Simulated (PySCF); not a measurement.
Mapped SMILES: `[CH3:1][Si@@H:2]1[SiH2:3][SiH2:4][Si@H:5]1[CH:6]1[CH2:7][CH2:8]1` (H(Xn): hydrogen on atom n). Ha(Si3), Ha(Si4) are cis to C1 on the ring; Ha(C7), Ha(C8) are cis to Si5 on the ring; Hb(Si3), Hb(Si4) are trans to C1 on the ring; Hb(C7), Hb(C8) are trans to Si5 on the ring.

Theoretical values (PySCF 2.14): PBE0-D3(BJ)/def2-SVP geometry, NMR shieldings at PBE0/pcSseg-1/GIAO. A single conformation, in vacuum, non-relativistic Hamiltonian, equivalent nuclei averaged.

List the cross peaks expected in HSQC, COSY and HMBC spectra.

## Answers



HSQC (one-bond C–H):
```
           δH         δC
0.82 (Hb(C7))   6.5 (C7)
0.70 (Hb(C8))   5.5 (C8)
 0.46 (H(C1))  -7.3 (C1)
0.28 (Ha(C8))   5.5 (C8)
0.26 (Ha(C7))   6.5 (C7)
-0.18 (H(C6))  -9.2 (C6)
```

COSY cross peaks (H two or three bonds apart, from the bond graph; peaks can be absent where the dihedral angle is near 90°):
```
            δH              δH
 4.78 (H(Si5))   4.56 (H(Si2))
 4.78 (H(Si5))  3.74 (Hb(Si4))
 4.78 (H(Si5))  3.73 (Ha(Si4))
 4.78 (H(Si5))   -0.18 (H(C6))
 4.56 (H(Si2))  3.99 (Ha(Si3))
 4.56 (H(Si2))  3.92 (Hb(Si3))
 4.56 (H(Si2))    0.46 (H(C1))
3.99 (Ha(Si3))  3.92 (Hb(Si3))
3.99 (Ha(Si3))  3.74 (Hb(Si4))
3.99 (Ha(Si3))  3.73 (Ha(Si4))
3.92 (Hb(Si3))  3.74 (Hb(Si4))
3.92 (Hb(Si3))  3.73 (Ha(Si4))
3.74 (Hb(Si4))  3.73 (Ha(Si4))
 0.82 (Hb(C7))   0.70 (Hb(C8))
 0.82 (Hb(C7))   0.28 (Ha(C8))
 0.82 (Hb(C7))   0.26 (Ha(C7))
 0.82 (Hb(C7))   -0.18 (H(C6))
 0.70 (Hb(C8))   0.28 (Ha(C8))
 0.70 (Hb(C8))   0.26 (Ha(C7))
 0.70 (Hb(C8))   -0.18 (H(C6))
 0.28 (Ha(C8))   0.26 (Ha(C7))
 0.28 (Ha(C8))   -0.18 (H(C6))
 0.26 (Ha(C7))   -0.18 (H(C6))
```

HMBC (two and three bonds, from the bond graph):
```
            δH                                        δC
 4.78 (H(Si5))  6.5 (C7), 5.5 (C8), -7.3 (C1), -9.2 (C6)
 4.56 (H(Si2))                      -7.3 (C1), -9.2 (C6)
3.99 (Ha(Si3))                                 -7.3 (C1)
3.92 (Hb(Si3))                                 -7.3 (C1)
3.74 (Hb(Si4))                                 -9.2 (C6)
3.73 (Ha(Si4))                                 -9.2 (C6)
 0.82 (Hb(C7))                       5.5 (C8), -9.2 (C6)
 0.70 (Hb(C8))                       6.5 (C7), -9.2 (C6)
 0.28 (Ha(C8))                       6.5 (C7), -9.2 (C6)
 0.26 (Ha(C7))                       5.5 (C8), -9.2 (C6)
 -0.18 (H(C6))                        6.5 (C7), 5.5 (C8)
```

References, each an isolated molecule treated in the same way: ¹H and ¹³C vs TMS.

Short H···H contacts in this conformer between protons four or more bonds apart (candidates for NOE cross peaks, intensity ∝ r⁻⁶): Hb(Si3)···Ha(C8) 2.57 Å.

Shifts are as computed. Against solution values, carbons near 30 ppm lie about +2 ppm off and those near 130 ppm about +5 ppm. Of 1309 compounds with measured shifts, 239 miss one by over three times the rms of a fit or turn the order of signals round; such compounds aren't used in these exercises.
